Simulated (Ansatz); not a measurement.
`CC(C)[SiH3]` + `[NH2][Sc]([OH])[OH]` → `[NH2][Sc]([OH])[O][SiH3]` + propane  (ligand exchange at the Si–C bond)

Gas-phase electronic energies from Ansatz, PBE0-D4/def2-TZVP geometries. CCSD(T)/CBS is the MP2 limit (def2-TZVPP, def2-QZVPP) plus CCSD(T) − MP2 in def2-TZVPP, frozen cores. DFT in def2-TZVPP. For Sc outer-core shells are correlated without core-valence functions, which leaves a few kJ/mol of doubt a bond. Scalar relativity is left out up to krypton. One conformer a species, not always the lowest.

CCSD(T)/CBS gives -1.31 eV.

Question: Another level gave -1.35 eV. Which?
A. LDA (SPW92)/def2-TZVPP
B. BHLYP-D4/def2-TZVPP
C. HF/def2-TZVPP
D. CCSD/def2-TZVPP

Answer: D. CCSD/def2-TZVPP -1.35, LDA (SPW92) -1.11, BHLYP-D4 -1.42, HF/def2-TZVPP -1.62 eV.

Largest T1 diagnostic among the species: 0.016.

At CCSD(T), def2-SVP lies −0.05 eV from the extrapolated value and def2-TZVPP −0.00 eV. From BLYP to BHLYP (50 % exact exchange), in def2-TZVPP and without D4, ΔE moves by −0.11 eV. In def2-TZVPP, CCSD(T) changes the Hartree–Fock value by +0.30 eV (the triples alone add +0.04 eV) and MP2 by +0.31 eV.
